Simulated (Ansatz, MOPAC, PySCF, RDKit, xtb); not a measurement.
Dimer: SiH4 (SMILES [SiH4]) (first 5 atoms) with AsH3 (SMILES [AsH3]); geometry from B3LYP-D3(BJ)/def2-TZVP, rigid monomers moved along the line of their centres of mass till Si1···H9 is 3.80 Å.
(charge 0, multiplicity 1):
```xyz
9

Si     0.00474    -0.08228     0.19730
H      0.31398    -0.62958    -1.14310
H     -1.42186     0.30734     0.25608
H      0.85178     1.10246     0.45833
H      0.27391    -1.11350     1.22468
As     0.12115     0.50331     4.67290
H     -0.61697     1.09383     5.87060
H     -0.71389    -0.77138     4.71591
H     -0.84108     1.16156     3.68937
```

```json
[
 {"level": "UFF", "interaction energy (kcal/mol)": "-0.79", "minus CCSD(T)/CBS(def2-SVPD, def2-TZVPPD)": "-0.16", "cost": "-"},
 {"level": "PM6", "interaction energy (kcal/mol)": "-0.31", "minus CCSD(T)/CBS(def2-SVPD, def2-TZVPPD)": "0.32", "cost": "-"},
 {"level": "PM7", "interaction energy (kcal/mol)": "-0.53", "minus CCSD(T)/CBS(def2-SVPD, def2-TZVPPD)": "0.10", "cost": "-"},
 {"level": "GFN2-xTB", "interaction energy (kcal/mol)": "-1.68", "minus CCSD(T)/CBS(def2-SVPD, def2-TZVPPD)": "-1.05", "cost": "-"},
 {"level": "HF/3-21G (no counterpoise)", "interaction energy (kcal/mol)": "-0.20", "minus CCSD(T)/CBS(def2-SVPD, def2-TZVPPD)": "0.43", "cost": "-"},
 {"level": "HF/6-31G* (no counterpoise)", "interaction energy (kcal/mol)": "0.12", "minus CCSD(T)/CBS(def2-SVPD, def2-TZVPPD)": "0.75", "cost": "-"},
 {"level": "HF/def2-SVPD", "interaction energy (kcal/mol)": "0.22", "minus CCSD(T)/CBS(def2-SVPD, def2-TZVPPD)": "0.85", "cost": "-"},
 {"level": "r2SCAN-D3(BJ)/def2-TZVPPD", "interaction energy (kcal/mol)": "-0.71", "minus CCSD(T)/CBS(def2-SVPD, def2-TZVPPD)": "-0.08", "cost": "×2"},
 {"level": "B3LYP-D3(BJ)/def2-TZVPPD", "interaction energy (kcal/mol)": "-0.92", "minus CCSD(T)/CBS(def2-SVPD, def2-TZVPPD)": "-0.29", "cost": "×1"},
 {"level": "B3LYP-D4/def2-TZVPPD", "interaction energy (kcal/mol)": "-0.85", "minus CCSD(T)/CBS(def2-SVPD, def2-TZVPPD)": "-0.22", "cost": "×1"},
 {"level": "PBE0-D4/def2-TZVPPD", "interaction energy (kcal/mol)": "-0.93", "minus CCSD(T)/CBS(def2-SVPD, def2-TZVPPD)": "-0.30", "cost": "×1"},
 {"level": "wB97M-V/def2-TZVPPD", "interaction energy (kcal/mol)": "-0.66", "minus CCSD(T)/CBS(def2-SVPD, def2-TZVPPD)": "-0.03", "cost": "×4"},
 {"level": "MP2/CBS(def2-SVPD, def2-TZVPPD)", "interaction energy (kcal/mol)": "-0.65", "minus CCSD(T)/CBS(def2-SVPD, def2-TZVPPD)": "-0.02", "cost": "-"},
 {"level": "CCSD(T)/CBS(def2-SVPD, def2-TZVPPD)", "interaction energy (kcal/mol)": "-0.63", "minus CCSD(T)/CBS(def2-SVPD, def2-TZVPPD)": "0.00", "cost": "×100*"}
]
```

 The comparison column counts from a level with limits of its own.

The rows run from -1.68 (GFN2-xTB) to 0.22 kcal/mol (HF/def2-SVPD).

Counterpoise-corrected where a basis set is named; no monomer relaxation. Rows marked so take none. RDKit's UFF carries no charges.

Frozen-core correlation. Filled d and f shells under p-block atoms count as core. CBS(a, b) extrapolates the correlation energy as X⁻³ and adds the Hartree–Fock energy of set b. Rows in 3-21G, 6-31G* carry no dispersion term and start afresh at each structure (6-31G* with six Cartesian d functions); the Pople sets are all-electron and without relativity. The state reached by PM6, PM7 isn't checked; PM7 holds dispersion and hydrogen-bond terms.

The values were computed with Ansatz (a quantum-chemistry and plane-wave program); MOPAC for PM6, PM7 (differences of heats of formation); PySCF for 3-21G rows, 6-31G* rows, the dispersion terms; RDKit for the force fields; xtb for the GFN methods. Values without a source in brackets are computed.

Costs are rough ratios of core time to PBE/def2-TZVPPD (about 6 s over the structures, on one shared machine); a dash marks a level with no comparable run of its own. A star marks coupled-cluster runs past 200 virtual orbitals, where the program's memory plan changes under this machine's limit, so their costs aren't comparable with smaller runs.
